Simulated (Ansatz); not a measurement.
KO, multiplicity 2 (lowest of 2S+1 = 2, 4 at CCSD(T)/def2-TZVPP on PBE0 minima; our sources give no spin for the ground state, which may be another), most abundant isotopes (15.9949 and 38.9637 u). Constants from fifth-degree fits in 1/R to seven points on the lowest solution found; no spin–orbit coupling, no relativity up to Kr; ω_e x_e and α_e move by some per cent with the fit.

Correlated levels freeze the inner cores; with def2 sets outer-core shells near the valence are correlated too.

The values were computed with Ansatz (a first-principles code) with Gaussian orbitals. Each number belongs to the level named beside it.

```json
[
 {"level": "PBE/def2-TZVPP", "r_e (Å)": "2.1929", "ω_e (cm⁻¹)": "414.1", "ω_e x_e (cm⁻¹)": "2.29", "α_e (cm⁻¹)": "0.00253"},
 {"level": "CCSD(T)/def2-QZVPP", "r_e (Å)": "2.1855", "ω_e (cm⁻¹)": "420.4", "ω_e x_e (cm⁻¹)": "2.42", "α_e (cm⁻¹)": "0.00260"}
]
```

D_e from total energies of the atoms and the molecule: 2.91 eV at PBE/def2-TZVPP; 2.71 eV at CCSD(T)/def2-QZVPP.

**Question.** Derive the rotational constants, the centrifugal constant, the fundamental, the zero-point energy and the force constant, and test the Morse rule for the well depth.

**Answer.** 
μ = 11.33983 u.
- PBE/def2-TZVPP: B_e = 16.8576/(μ r_e²) = 0.30913 cm⁻¹; B₀ = B_e − α_e/2 = 0.30787 cm⁻¹; D = 4B_e³/ω_e² = 6.89e-07 cm⁻¹; fundamental ω_e − 2ω_e x_e = 410 cm⁻¹; zero-point energy ω_e/2 − ω_e x_e/4 = 206 cm⁻¹; k = μ(2πcω_e)² = 115 N/m; a Morse well would hold ω_e²/(4ω_e x_e) = 2.32 eV against the computed D_e of 2.91 eV
- CCSD(T)/def2-QZVPP: B_e = 16.8576/(μ r_e²) = 0.31123 cm⁻¹; B₀ = B_e − α_e/2 = 0.30993 cm⁻¹; D = 4B_e³/ω_e² = 6.82e-07 cm⁻¹; fundamental ω_e − 2ω_e x_e = 416 cm⁻¹; zero-point energy ω_e/2 − ω_e x_e/4 = 210 cm⁻¹; k = μ(2πcω_e)² = 118 N/m; a Morse well would hold ω_e²/(4ω_e x_e) = 2.27 eV against the computed D_e of 2.71 eV
